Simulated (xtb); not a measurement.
C₄H₄N, charge -1, singlet, geometry from GFN2-xTB. Base run: GFN2-xTB in xtb 6.7.1.

Geometry (Å):
```xyz
9

H     -0.0236    -0.0090     2.1103
N     -0.0120     0.0150     1.0970
C      0.0158     1.1327     0.2484
C     -0.0210    -1.0897     0.2848
C      0.0252     0.8046    -1.0878
C      0.0006    -0.6467    -1.0086
H      0.0264     2.1116     0.7335
H     -0.0421    -2.0874     0.7199
H     -0.0009    -1.3253    -1.8642
```
Charge -1, spin multiplicity 1.
All else is at xtb's defaults.
Base energy -13.58402 Eh.

Each row names what was changed in the base input (with any setting that the change needs).

```csv
change,ΔE vs base (kJ/mol),HOMO-LUMO gap (eV),G_solv (kcal/mol),SCF cycles
base,0.00,3.05,-,12
alpb = dmso,-221.6,3.07,-53.30,12
alpb = ch2cl2,-216.1,3.08,-51.83,12
acc = 30,0.00,3.05,-,9
etemp = 10000,-59.3,3.46,-,12
```

ALPB and GBSA are two models with their own fitted parameters for each solvent, which aren't always the measured dielectric constant.
